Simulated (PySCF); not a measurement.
NMR problem set

PySCF calculation with coordinates at the GFN2-xTB level and shieldings: GIAO PBE0/pcSseg-1; rapidly exchanging positions averaged, one conformer, non-relativistic Hamiltonian, no solvent.

Scale: TMS for 1H (σref 31.72), 13C (σref 186.93) (reference shieldings calculated alike). Splittings of carbon signals by F and P are missing where no couplings were computed. Where no couplings were computed, multiplicities follow the n + 1 count of equivalent neighbours, and m marks all less simple cases (inequivalent or close neighbours, rings, F or P nearby). Shifts are as computed. Against solution values, carbons near 30 ppm lie about +3 ppm off and those near 130 ppm about +5 ppm. Of 1211 compounds with measured shifts, 218 miss one by over three times the rms of a fit or turn the order of signals round; such compounds aren't used in these exercises.

(1) C$_{8}$H$_{11}$P. 1H NMR (400 MHz, computed): δ 7.65 (m, 1H), 7.49 (m, 1H), 7.46 (m, 1H), 7.34 (m, 1H), 4.14 (m, 1H), 2.49 (s, 3H), 1.33 (m, 3H). 13C{1H} NMR (computed): δ 147.9 (C), 143.4 (C), 137.9 (CH), 134.8 (CH), 134.3 (CH), 133.3 (CH), 24.0 (CH3), 13.9 (CH3). Give a structure.

(2) C$_{8}$H$_{11}$P. 1H NMR (400 MHz, computed): δ 8.86 (m, 2H), 2.59 (s, 6H), 2.37 (s, 3H). 13C{1H} NMR (computed): δ 163.9 (CH), 146.9 (C), 141.5 (C), 28.6 (CH3), 19.4 (CH3). Identify the compound.

## Answers

(1) SMILES CPc1cccc(C)c1. 8 carbon signals for 8 carbons: no two carbons are equivalent. Carbon types of the structure: 2 × C, 4 × CH, 2 × CH3, leaving 1 H on heteroatoms. δC 147.9, 143.4: substituted aromatic carbon. δC 137.9, 134.8, 134.3, 133.3: aromatic CH; the aromatic region. δC 24.0: methyl carbon on an aromatic ring; aliphatic region, no heteroatom directly attached. δH 2.49: hydrogen on a methyl carbon on an aromatic ring; benzylic-type position, deshielded by the ring.

The shifts were computed for this structure.

(2) SMILES Cc1cpcc(C)c1C. 5 carbon signals for 8 carbons: some carbons are equivalent by symmetry or fast rotation. Carbon types of the structure: 3 × C, 2 × CH, 3 × CH3, which accounts for all hydrogens. δC 163.9: aromatic CH. δC 146.9, 141.5: substituted aromatic carbon. δC 28.6, 19.4: methyl carbon on an aromatic ring; aliphatic region, no heteroatom directly attached. δH 8.86: hydrogen on an aromatic CH; it sits in the deshielding region of the aromatic ring current.

The data come from this structure; uniqueness wasn't tested.
